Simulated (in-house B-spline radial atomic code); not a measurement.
**Se4+: [Ar] 3d10 4s2**

Method: Dirac-Kohn-Sham wB97X, spherical fractional occupations, Fermi nucleus of rms radius 4.14 fm. Calculated with an all-electron radial atomic-structure program (B-spline basis).

Screening seen three ways: the hydrogenic charge with the same mean radius, Z_r = [3n² - l(l+1)]/(2<r>), the one with the same energy, Z_e = n√(-2ε), and Slater's rules. Values are occupation-weighted means over j. An effective charge above Z reflects the relativistic contraction of the inner shells.

| shell | electrons | ε (eV) | <r> (bohr) | Z_r | Z_e | Slater |
| --- | --- | --- | --- | --- | --- | --- |
| 1s | 2 | -12597 | 0.04407 | 34.04 | 30.43 | 33.70 |
| 2s | 2 | -1677.1 | 0.1955 | 30.69 | 22.21 | 29.85 |
| 2p | 6 | -1481.3 | 0.171 | 29.24 | 20.87 | 29.85 |
| 3s | 2 | -274.81 | 0.5726 | 23.58 | 13.48 | 22.75 |
| 3p | 6 | -213.05 | 0.5882 | 21.25 | 11.87 | 22.75 |
| 3d | 10 | -110.92 | 0.6227 | 16.86 | 8.57 | 12.85 |
| 4s | 2 | -65.874 | 1.589 | 15.10 | 8.80 | 8.35 |

The least bound orbital is 4s1/2 at -65.87 eV, and it is also the most diffuse (<r> = 1.589 bohr).

Spin-orbit splittings of the orbital energies (j = l + 1/2 above j = l - 1/2 when positive): 2p 41.84 eV, 3p 5.944 eV, 3d 0.9161 eV.

For the 1s electron the small component carries 1.52 % of the norm, the zero-frequency Breit interaction raises the level by 19.65 eV, self-energy by 10.32 eV, and vacuum polarisation lowers it by 1.034 eV.
